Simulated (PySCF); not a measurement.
**Simulated absorption spectrum**

Ortho-chlorotoluene, C₇H₇Cl.
Bonds: C1–C2, C2–C3 (aromatic), C3–C4 (aromatic), C4–C5 (aromatic), C5–C6 (aromatic), C6–C7 (aromatic), C7–Cl8, C2–C7 (aromatic). Hydrogens: H9, H10, H11 on C1; H12 on C3; H13 on C4; H14 on C5; H15 on C6.

Computed with TDDFT wB97X-D/def2-SVPD, vertical, gas phase, core orbitals frozen in the response (PySCF 2.14.0, density-fitted response routines). Isolated species at its GFN2-xTB geometry, gas phase.

Computed states:

| state | E (eV) | f |
| --- | --- | --- |
| S1 | 5.38 | 0.0045 |
| S2 | 6.02 | 0.045 |
| S3 | 6.77 | 0.0000 |
| S4 | 6.86 | 0.496 |
| S5 | 6.92 | 0.658 |
| S6 | 7.31 | 0.018 |
| S7 | 7.46 | 0.0000 |
| S8 | 7.49 | 0.0003 |

Each state is given a Gaussian of 0.3 eV full width at half maximum, with ε(max) = 2.175×10⁸ f / Δν̃ (Δν̃ the width in cm⁻¹). The width is an assumption, not a result. The curve ends short of the highest state used, and states not computed would add to its high-energy end.

Question: What does the envelope look like, and where are its maxima?

Answer: 
(λ (nm), ε (L mol⁻¹ cm⁻¹)): (180.0, 100426), (183.1, 64022), (186.2, 19617), (189.3, 3094), (192.4, 282), (195.5, 173), (198.7, 891), (201.8, 2483), (204.9, 3908), (208.0, 3649), (211.1, 2115), (214.2, 794), (217.4, 205), (220.5, 95), (223.6, 172), (226.7, 309), (229.8, 397), (232.9, 367), (236.1, 246), (239.2, 126), (242.3, 50), (245.4, 16), (248.5, 4), (251.6, 1)

Maxima: 231 nm (5.38 eV), ε about 400, made up of S1 (100%); 206 nm (6.02 eV), ε about 4000, made up of S2 (100%) (ε in L mol⁻¹ cm⁻¹; maxima over ε = 5, shares over 10%). At its high-energy end, 6.89 eV, the curve is still rising (ε about 100000, from S4 and S5).

Question: What would ε be at 6.02 eV, the highest of these maxima, with half the width (0.15 eV)?

Answer: About 8080 L mol⁻¹ cm⁻¹ against 4040, a factor of about 2.00; a lone state at its own centre would give exactly 2.

Question: Does any computed singlet lie in the visible range?

Answer: No computed singlet lies in the visible range (380 to 750 nm); the lowest, at 231 nm, stands 2.11 eV above its violet end (3.26 eV).

Question: Coming from long wavelengths, where does ε first pass 100 L mol⁻¹ cm⁻¹?

Answer: At about 240 nm (5.17 eV), 0.21 eV below S1.
